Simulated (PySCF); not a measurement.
Compound: C9H9OP.
Cartesian coordinates in Å at the GFN2-xTB level; atoms count from 1:
```xyz
20
C9H9OP angstrom
C     -0.782    2.615   -0.316
C     -0.157    1.490   -0.642
C     -0.622    0.140   -0.329
C     -1.984   -0.125   -0.176
C     -2.512   -1.365    0.099
P     -1.605   -2.834    0.277
C     -0.006   -2.211    0.021
C      0.320   -0.893   -0.226
C      1.784   -0.587   -0.348
C      2.367    0.042    0.894
O      2.437   -0.873   -1.318
H     -1.703    2.624    0.243
H     -0.381    3.577   -0.585
H      0.784    1.540   -1.176
H     -2.669    0.702   -0.303
H     -3.587   -1.449    0.198
H      0.806   -2.929    0.065
H      3.395    0.348    0.717
H      2.344   -0.695    1.696
H      1.766    0.894    1.206
```

NICS = −σ at a ghost point: NICS(0) at the centroid of the ring atoms, NICS(1) 1 Å to either side along the normal of their mean plane, zz for the tensor component along that normal. Level: GIAO PBE0/pcSseg-1 (PySCF, non-relativistic, gas phase) on the GFN2-xTB geometry, one conformer.

Ring bond lengths (Å), with Mayer bond orders in brackets: C3–C4 1.396 (1.41), C4–C5 1.375 (1.50), C5–P6 1.736 (1.29), P6–C7 1.735 (1.32), C7–C8 1.380 (1.47), C8–C3 1.402 (1.32).

Problem. Give the NICS values of each ring in ppm.

Solution. 
| ring | type | NICS(0) | NICS(1), two faces | NICS(1)zz, two faces | rms pucker (Å) | centre to ring atoms, mean (Å) |
| --- | --- | --- | --- | --- | --- | --- |
| C3–C4–C5–P6–C7–C8 | 6-membered ring with P; formal bonds all aromatic | -7.5 | -10.5 / -10.0 | -26.0 / -24.6 | 0.01 | 1.50 |

Problem. What can be read from them?

Solution. 
- C3–C4–C5–P6–C7–C8: mean NICS(1)zz -25.3 ppm, shielded.

Problem. How equal are the bonds by HOMA? HOMA = 1 − mean of α(R − Ropt)² over the ring bonds, with Krygowski's 1993 parameters (CC: Ropt 1.388 Å, α 257.7 Å⁻²; CP: Ropt 1.698 Å, α 118.91 Å⁻²).

Solution. 
- C3–C4–C5–P6–C7–C8: HOMA 0.92; the largest term is that of C5–P6, α(R − Ropt)² = 0.17.

Problem. At the first NICS(1) probe listed for ring C3–C4–C5–P6–C7–C8, 1 Å off the ring, what do the in-plane components average?

Solution. The isotropic value is a third of the trace: (3 × -10.5 − (-26.0))/2 = -2.8 ppm.

Problem. List the ring angles and the Hirshfeld charges of the ring atoms.

Solution. 
- C3–C4–C5–P6–C7–C8: C3 120.5° (+0.007 e), C4 124.6° (-0.037 e), C5 125.6° (-0.104 e), P6 99.4° (+0.098 e), C7 125.9° (-0.105 e), C8 124.0° (-0.004 e); sum 720.0° against 720° for a flat convex ring.

Problem. What are the shieldings of the ring atoms and their hydrogens in the same run (means over atoms taken as equivalent)?

Solution. 
```json
{"atoms": "C3", "environment": "substituted aromatic carbon", "σ isotropic (ppm)": "48.2", "principal values of the symmetric part, first atom (ppm)": "-31.5, 0.6, 175.5"}
{"atoms": "C4", "environment": "aromatic CH carbon", "σ isotropic (ppm)": "51.6", "principal values of the symmetric part, first atom (ppm)": "-55.1, 32.5, 177.4"}
{"atoms": "C5", "environment": "aromatic CH carbon", "σ isotropic (ppm)": "21.6", "principal values of the symmetric part, first atom (ppm)": "-145.6, 28.8, 181.5"}
{"atoms": "P6", "environment": "phosphorus bonded to 2 C", "σ isotropic (ppm)": "85.9", "principal values of the symmetric part, first atom (ppm)": "-216.0, -58.6, 532.2"}
{"atoms": "C7", "environment": "aromatic CH carbon", "σ isotropic (ppm)": "26.6", "principal values of the symmetric part, first atom (ppm)": "-134.3, 32.6, 181.4"}
{"atoms": "C8", "environment": "substituted aromatic carbon", "σ isotropic (ppm)": "33.6", "principal values of the symmetric part, first atom (ppm)": "-52.5, 2.3, 150.9"}
{"atoms": "H15", "environment": "aromatic hydrogen", "σ isotropic (ppm)": "23.31", "principal values of the symmetric part, first atom (ppm)": "18.5, 23.1, 28.3"}
{"atoms": "H16", "environment": "aromatic hydrogen", "σ isotropic (ppm)": "22.44", "principal values of the symmetric part, first atom (ppm)": "19.7, 20.7, 26.9"}
{"atoms": "H17", "environment": "aromatic hydrogen", "σ isotropic (ppm)": "22.81", "principal values of the symmetric part, first atom (ppm)": "19.0, 21.2, 28.3"}
```
